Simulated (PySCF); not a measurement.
Computed with PBE-D3(BJ)/def2-TZVP // B3LYP-D3(BJ)/def2-TZVP run with PySCF. Gas-phase values, no solvent. One relaxed conformer stands for a flexible species; it need not be the lowest. Excitations are Tamm–Dancoff values on a coarser integration grid. The basis has no diffuse functions, so Rydberg states are missing or too high.

Reference species (SMILES): `[OH][Al]([OH])[OH]` (neutral, multiplicity 1).

```yaml
T1 excitation (TDA): 5.80 eV
LUMO: -1.31 eV
HOMO–LUMO gap: 5.97 eV
```

Changed species: `[OH][Al]([OH])[I]` (H–O–Al–I torsion 0°, I–Al–O–H torsion 0°) (1 of 3 OH replaced by I; the reference has 0 of 3 OH replaced by I).

**Question.** Predict the effect on the T1 excitation (TDA), LUMO and HOMO–LUMO gap.

**Answer.** the T1 excitation (TDA) drops by 0.99 eV, to 4.81 eV; the LUMO falls by 0.49 eV, to -1.80 eV; the HOMO–LUMO gap falls by 1.02 eV, to 4.95 eV.
